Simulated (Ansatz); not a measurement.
`CC[Se]BF`, relaxed with RKS PBE-D4/def2-SVP in the Gaussian-basis code of Ansatz from a rough embedded geometry. The force threshold is 0.03 eV/Å; the program also tests the step.

The species carries charge 0 and has multiplicity 1.

Start:

```xyz
11

C    -0.458   -0.943   -1.041
C     0.818   -0.182   -0.529
Se    0.395    1.696   -0.159
B    -0.385    1.350    1.555
F     0.440    1.332    2.796
H    -0.132   -1.988   -1.212
H    -0.833   -0.466   -1.930
H    -1.174   -0.910   -0.220
H     1.616   -0.257   -1.352
H     1.252   -0.672    0.369
H    -1.537    1.041    1.723
```

(1) How much energy does the relaxation release, and in how many steps? (Estimate.)

(2) Which bonds change most? (Estimate.)

(3) Give the relaxed structure. (Estimate.)

Results:

(1) The calculation gave: 121.16 kJ/mol, in 18 steps, 2 of them rejected.

(2) The calculation gave: B4–F5 from 1.490 to 1.340 Å; C1–C2 from 1.571 to 1.522 Å; C2–H9 from 1.149 to 1.108 Å; C1–H7 from 1.076 to 1.108 Å.

(3) Ansatz gave: 
```xyz
11

C    -0.285   -1.083   -0.968
C     0.827   -0.116   -0.584
Se    0.161    1.712   -0.172
B    -0.506    1.408    1.614
F    -0.395    0.210    2.202
H     0.147   -2.072   -1.232
H    -0.862   -0.720   -1.841
H    -0.991   -1.237   -0.128
H     1.551    0.034   -1.409
H     1.390   -0.461    0.303
H    -1.036    2.325    2.215
```
